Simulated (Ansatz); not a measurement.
Calculated with Ansatz (gas phase, PBE0-D4/def2-TZVP geometries, no zero-point term in ΔE). CBS: MP2 limit from def2 TZ/QZ plus the TZ coupled-cluster correction, frozen cores. This one scheme is used for every species. Functionals use def2-TZVPP. def2 core potentials past Kr. For Mo outer-core shells are correlated without core-valence functions, which leaves a few kJ/mol of doubt a bond. Each species was taken in one conformer, which may not be the lowest.

Reaction (ligand exchange at a Mo–C bond): `[CH3][Mo]([OH])(=[S])=[S]` + HCl → `[OH][Mo](=[S])(=[S])[Cl]` + CH₄

`[CH3][Mo]([OH])(=[S])=[S]`:

Z-matrix (Å, degrees):
```
C
Mo 1 2.089
H 1 1.093 2 108.4
H 1 1.094 2 107.7 3 119.4
H 1 1.091 2 111.3 3 -120.5
O 2 1.856 1 108.3 3 -61.2
S 2 2.095 1 104.6 3 61.4
S 2 2.098 1 104.5 3 178.1
H 6 0.962 2 123.2 1 106.5
```

HCl:

```xyz
2

Cl    0.228   -0.038    0.596
H    -0.228    0.038   -0.596
```

`[OH][Mo](=[S])(=[S])[Cl]`:

Cartesian coordinates in Å:
```
O -0.209 0.471 1.435
Mo -0.095 -0.178 -0.296
S -2.022 -0.277 -1.105
S 1.061 1.108 -1.471
Cl 0.828 -2.220 -0.341
H 0.437 1.096 1.778
```

CH₄:

```xyz
5

C     0.000    0.000    0.000
H     0.048   -1.076    0.164
H    -0.254    0.198   -1.041
H     0.968    0.446    0.229
H    -0.762    0.432    0.648
```

```csv
level,ΔE (kcal/mol)
ωB97M-V,-31.0
MP2/def2-TZVPP,-37.6
```

**Question.** What does CCSD(T)/CBS give? (Best estimate.)

**Answer.** Ansatz gave: -31.7 kcal/mol. The listed levels differ from it by 0.7, -5.9 kcal/mol.

Largest T1 diagnostic among the species: 0.025, so the coupled-cluster value is less sure than usual.

From PBE to PBE0 (25 % exact exchange), in def2-TZVPP and without D4, ΔE moves by +1.3 kcal/mol. At CCSD(T), def2-SVP lies −0.8 kcal/mol from the extrapolated value and def2-TZVPP +0.7 kcal/mol.
